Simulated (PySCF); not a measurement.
**The first ionisation energy along the 5d series**

All values are computed (PySCF 2.14, energy differences of UHF-based or UKS calculations, no spin-orbit coupling). Values in eV. The last column holds reference values (NIST; (s) semi-empirical, (t) theoretical, else measured). Unmarked ones compare directly (S terms, centres of terms, or small fine structure); those marked * lie between the lowest fine-structure levels and include a spin-orbit shift.

```tsv
element	configurations	UHF	MP2 (valence)	SCS-MP2 (valence)	reference
Ta (def2-TZVP with the def2 core potential (60 electrons), ECP)	[Xe] 4f14 5d3 6s2 → [Xe] 4f14 5d3 6s1	5.723	6.721	6.917	7.573
W (def2-TZVP with the def2 core potential (60 electrons), ECP)	[Xe] 4f14 5d4 6s2 → [Xe] 4f14 5d4 6s1	5.875	6.966	7.181	7.825
Os (def2-TZVP with the def2 core potential (60 electrons), ECP)	[Xe] 4f14 5d6 6s2 → [Xe] 4f14 5d6 6s1	6.505	7.703	7.878	8.473
Ir (def2-TZVP with the def2 core potential (60 electrons), ECP)	[Xe] 4f14 5d7 6s2 → [Xe] 4f14 5d7 6s1	7.025	8.328	8.454	8.926
Au (def2-TZVP with the def2 core potential (60 electrons), ECP)	[Xe] 4f14 5d10 6s1 → [Xe] 4f14 5d10	7.684	8.876	8.717	9.226
Hg (def2-TZVP with the def2 core potential (60 electrons), ECP)	[Xe] 4f14 5d10 6s2 → [Xe] 4f14 5d10 6s1	8.500	10.153	10.098	10.438
```

Which of these methods has the smallest mean absolute error against the measured values here?

SCS-MP2 (valence), with 0.536 eV.

```json
{"method": "UHF", "elements": "6", "mean error (eV)": "-1.858", "mean absolute error (eV)": "1.858", "largest error (eV)": "-1.969"}
{"method": "MP2 (valence)", "elements": "6", "mean error (eV)": "-0.619", "mean absolute error (eV)": "0.619", "largest error (eV)": "-0.859"}
{"method": "SCS-MP2 (valence)", "elements": "6", "mean error (eV)": "-0.536", "mean absolute error (eV)": "0.536", "largest error (eV)": "-0.655"}
```

Errors include the incompleteness of the basis and the frozen core.

"Valence" correlates the outer s and p shells and, in groups 3 to 12 and the f block, the outer d or f shell, open or full, or the next shell where the ion has no valence electron left; the wider scheme adds the next inner shell.
